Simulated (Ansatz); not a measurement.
Input and output for C$_{2}$H$_{5}$BBrF, SMILES `CCB(F)Br`.

```yaml
crystal:
  periodic: [false, false, false]
  atoms:
    - {symbol: C, position_ang: [-1.216932, -0.359124, 0.029331]}
    - {symbol: C, position_ang: [0.294879, -0.456013, -0.137716]}
    - {symbol: B, position_ang: [1.079756, 0.863492, 0.112509]}
    - {symbol: F, position_ang: [0.480865, 1.985366, 0.453720]}
    - {symbol: Br, position_ang: [2.998484, 0.941301, -0.060446]}
    - {symbol: H, position_ang: [-1.647660, 0.369485, -0.660528]}
    - {symbol: H, position_ang: [-1.486489, -0.045452, 1.039890]}
    - {symbol: H, position_ang: [-1.698057, -1.320671, -0.159777]}
    - {symbol: H, position_ang: [0.560156, -0.810356, -1.141870]}
    - {symbol: H, position_ang: [0.717998, -1.219229, 0.527889]}
basis:
  gaussian: {orbitals: cc-pVDZ}
magnetization: {spin_polarized: true, initial_magnetization: 0}
hamiltonian: {xc: {name: wB97}}
```

```sh
$ ansatz run in.yaml --threads 4 --pin off --events-out ev --progress --plain --max-ram 10444MiB
```

Output, abridged:

```
Functional definition: wB97
1300 factors; their error is unknown
396 factors; integrals over basis functions are off by at most 1.5e-5 eV
mean field evaluation 1: about -75597.9907 eV, gradient 2.5e1 eV
mean field evaluation 2: about -75599.2336 eV, gradient 2.1e1 eV
mean field evaluation 4: about -75600.7142 eV, gradient 1.2e0 eV
mean field evaluation 8: about -75600.6711 eV, gradient 1.3e-1 eV
mean field evaluation 16: about -75600.6711 eV, gradient 3.9e-5 eV
mean field -75600.67113667 eV, -2778.2734202971 hartree, gradient 3.9e-5 eV, S^2 0.000000; 0 other end points of the search recorded, 0 dependent functions left out
reference -75600.67112800 eV, -2778.2734199786 hartree; 33, 33 occupied and 75, 75 virtual orbitals, 1300 factors
Total energy: -75600.67112800 eV, -2778.2734199786 hartree
```

Run time 3.9 s (4 threads of an Arm Neoverse V2 on a shared host); peak host memory 0.52 GiB.
